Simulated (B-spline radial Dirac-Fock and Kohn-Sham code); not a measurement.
# Core and valence levels of Nd¹⁰⁺

System: Nd¹⁰⁺ in the configuration [Kr] 4d10 4f2 5s2; nuclear rms radius 4.9123 fm (A = 142).

Method: Dirac-Fock ΔSCF + Breit + QED. Computed with a radial B-spline solver. Correlation energy is missing from these numbers. Energies are counted from the vacuum level.

All terms are in eV, carry their sign (relaxation lowers the binding energy) and add up to the binding energy; ⟨r⟩ is the mean radius of the orbital in the initial state.

| subshell | −ε (Koopmans) | relaxation | Gaunt | retardation | QED | binding energy | ⟨r⟩ (bohr) |
| --- | --- | --- | --- | --- | --- | --- | --- |
| K (1s) | 43986.8 | -67.13 | -125.79 | 10.68 | -59.24 | 43745.3 | 0.024 |
| L1 (2s) | 7363.1 | -34.57 | -12.49 | 0.81 | -7.84 | 7309.0 | 0.100 |
| L2 (2p1/2) | 6956.9 | -38.48 | -21.96 | 2.45 | 0.40 | 6899.3 | 0.084 |
| L3 (2p3/2) | 6435.2 | -36.66 | -15.62 | 3.04 | -0.47 | 6385.5 | 0.091 |
| M1 (3s) | 1773.3 | -13.98 | -1.99 | 0.10 | -1.69 | 1755.7 | 0.265 |
| M2 (3p1/2) | 1599.0 | -14.67 | -3.69 | 0.37 | 0.08 | 1581.1 | 0.255 |
| M3 (3p3/2) | 1492.5 | -13.91 | -2.45 | 0.51 | -0.09 | 1476.5 | 0.267 |
| M4 (3d3/2) | 1193.6 | -15.80 | -1.34 | 0.09 | 0.16 | 1176.7 | 0.239 |
| M5 (3d5/2) | 1170.9 | -15.50 | -0.80 | 0.10 | 0.10 | 1154.8 | 0.243 |
| N1 (4s) | 500.2 | -3.44 | -0.41 | 0.03 | -0.38 | 496.0 | 0.603 |
| N2 (4p1/2) | 431.5 | -3.34 | -0.74 | 0.08 | 0.03 | 427.5 | 0.619 |
| N3 (4p3/2) | 407.7 | -3.05 | -0.47 | 0.11 | -0.01 | 404.3 | 0.644 |
| N4 (4d3/2) | 293.5 | -2.78 | -0.17 | 0.01 | 0.04 | 290.6 | 0.683 |
| N5 (4d5/2) | 289.2 | -2.68 | -0.07 | 0.02 | 0.03 | 286.5 | 0.692 |
| N6,7 (4f) | 164.9 | -1.87 | 0.10 | -0.01 | 0.03 | 163.2 | 0.801 |
| O1 (5s) | 179.8 | -0.29 | -0.10 | 0.01 | -0.09 | 179.3 | 1.299 |

For the deepest level, K (1s), the Breit terms make up -0.263 % of the binding energy, QED -0.135 % and orbital relaxation -0.153 %.

Spin-orbit splittings: 2p 513.8 eV, 3p 104.5 eV, 3d 21.92 eV, 4p 23.18 eV, 4d 4.12 eV.

Going to the tabulated ground configuration of the next ion removes an electron from N6,7 (4f), computed at 163.2 eV. NIST lists 168 ± 8 eV as the ionisation energy of this species (theoretical), +4.84 eV from the computed value, within the stated uncertainty.
